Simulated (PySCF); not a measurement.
The molecule Au₂, closed-shell singlet (lowest of 2S+1 = 1, 3 at CCSD(T)/def2-TZVPP on PBE0 minima; our sources give no spin for the ground state, which may be another). No spin–orbit coupling.

Constants: fifth-degree fit in 1/R to seven points, most abundant isotopes. Runs in def2 and cc sets follow the lowest solution found near the PBE0 minimum. The singlet is held restricted.

Rows in LANL2DZ carry no dispersion term and start afresh at each structure. LANL2DZ brings its own core potentials from Na on.

The values were computed with PySCF for LANL2DZ rows. Values without a source in brackets are computed.

Energies at BP86/LANL2DZ:

```csv
R (Å),E (hartree)
2.339850,-271.08090108
2.402749,-271.08781823
2.460616,-271.09140706
2.526031,-271.09307654
2.591446,-271.09287771
2.666925,-271.09100410
2.754984,-271.08733388
```

Question: With a reduced mass of 98.4833 u, find the minimum, the force constant and the constants.

Answer: A fifth-degree polynomial in 1/R puts the minimum at r_e = 2.5498 Å with force constant 168 N/m. Then ω_e = (1/2πc)√(k/μ) = 170 cm⁻¹ and B_e = h/(8π²cμr_e²) = 0.02633 cm⁻¹; the cubic and quartic terms give α_e = 8.0e-5 and ω_e x_e = 0.43 cm⁻¹.
